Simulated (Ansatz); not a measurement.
Reaction (SMILES): BN (BH2-NH2) → B atom + 4 H atom + N atom
B3LYP-D3(BJ)/def2-TZVP geometries, fixed; electronic energies without zero-point terms.
Largest species:
```
B
N 1 1.3876
H 2 1.0069 1 123.31
H 2 1.0069 3 113.37 1 180.00
H 1 1.1928 2 119.04 3 0.00
H 1 1.1928 5 121.92 2 180.00
```

Basis-set convergence of the atomisation energy at PBE with Ansatz (a first-principles code). Cartesian d functions, on some or all atoms, in 6-31G*, 6-31+G*; all else is spherical. The program fits the integrals of some runs and decomposes those of others, by size. Open shells are unrestricted. No added dispersion term, no relativity. Functions are those of the species that has most. Reference: the value in aug-pcseg-3, 508.96 kcal/mol, itself unsure by roughly 0.20 kcal/mol (its mean distance from aug-cc-pVQZ, cc-pV5Z, def2-QZVPPD). Deviations are taken from unrounded values.

```json
[
 {"basis": "6-31G*", "functions": "38", "atomisation energy (kcal/mol)": "505.05"},
 {"basis": "6-31+G*", "functions": "46", "atomisation energy (kcal/mol)": "503.73"},
 {"basis": "cc-pVDZ", "functions": "48", "atomisation energy (kcal/mol)": "500.06"},
 {"basis": "aug-cc-pVDZ", "functions": "82", "atomisation energy (kcal/mol)": "500.99"},
 {"basis": "def2-SVP", "functions": "48", "atomisation energy (kcal/mol)": "508.67"},
 {"basis": "def2-SVPD", "functions": "72", "atomisation energy (kcal/mol)": "513.73"},
 {"basis": "pcseg-1", "functions": "48", "atomisation energy (kcal/mol)": "501.97"},
 {"basis": "aug-pcseg-1", "functions": "82", "atomisation energy (kcal/mol)": "503.66"},
 {"basis": "6-311G**", "functions": "60", "atomisation energy (kcal/mol)": "506.69"},
 {"basis": "6-311+G**", "functions": "68", "atomisation energy (kcal/mol)": "506.01"},
 {"basis": "def2-TZVP", "functions": "86", "atomisation energy (kcal/mol)": "507.49"},
 {"basis": "def2-TZVPD", "functions": "110", "atomisation energy (kcal/mol)": "507.82"},
 {"basis": "cc-pVTZ", "functions": "116", "atomisation energy (kcal/mol)": "508.59"},
 {"basis": "aug-cc-pVTZ", "functions": "184", "atomisation energy (kcal/mol)": "507.99"},
 {"basis": "pcseg-2", "functions": "116", "atomisation energy (kcal/mol)": "508.87"},
 {"basis": "aug-pcseg-2", "functions": "184", "atomisation energy (kcal/mol)": "508.97"},
 {"basis": "def2-TZVPP", "functions": "118", "atomisation energy (kcal/mol)": "508.78"},
 {"basis": "def2-TZVPPD", "functions": "142", "atomisation energy (kcal/mol)": "508.98"},
 {"basis": "cc-pVQZ", "functions": "230", "atomisation energy (kcal/mol)": "509.48"},
 {"basis": "aug-cc-pVQZ", "functions": "344", "atomisation energy (kcal/mol)": "509.19"},
 {"basis": "def2-QZVPP", "functions": "234", "atomisation energy (kcal/mol)": "508.71"},
 {"basis": "def2-QZVPPD", "functions": "258", "atomisation energy (kcal/mol)": "508.74"},
 {"basis": "pcseg-3", "functions": "252", "atomisation energy (kcal/mol)": "508.96"},
 {"basis": "aug-pcseg-3", "functions": "366", "atomisation energy (kcal/mol)": "508.96"}
]
```

What the diffuse functions change, pair by pair:
- 6-31G* to 6-31+G*: 8 more functions, deviation -3.91 to -5.23 kcal/mol
- cc-pVDZ to aug-cc-pVDZ: 34 more functions, deviation -8.90 to -7.96 kcal/mol
- def2-SVP to def2-SVPD: 24 more functions, deviation -0.29 to 4.77 kcal/mol
- pcseg-1 to aug-pcseg-1: 34 more functions, deviation -6.99 to -5.30 kcal/mol
- 6-311G** to 6-311+G**: 8 more functions, deviation -2.26 to -2.95 kcal/mol
- def2-TZVP to def2-TZVPD: 24 more functions, deviation -1.47 to -1.14 kcal/mol
- cc-pVTZ to aug-cc-pVTZ: 68 more functions, deviation -0.36 to -0.97 kcal/mol
- pcseg-2 to aug-pcseg-2: 68 more functions, deviation -0.09 to 0.01 kcal/mol
- def2-TZVPP to def2-TZVPPD: 24 more functions, deviation -0.18 to 0.02 kcal/mol
- cc-pVQZ to aug-cc-pVQZ: 114 more functions, deviation 0.52 to 0.23 kcal/mol
- def2-QZVPP to def2-QZVPPD: 24 more functions, deviation -0.25 to -0.22 kcal/mol
- pcseg-3 to aug-pcseg-3: 114 more functions, deviation 0.00 to 0.00 kcal/mol

Leaving out the reference's own pair, they bring the value nearer the reference by more than 0.20 kcal/mol in 4 of 11 pairs.
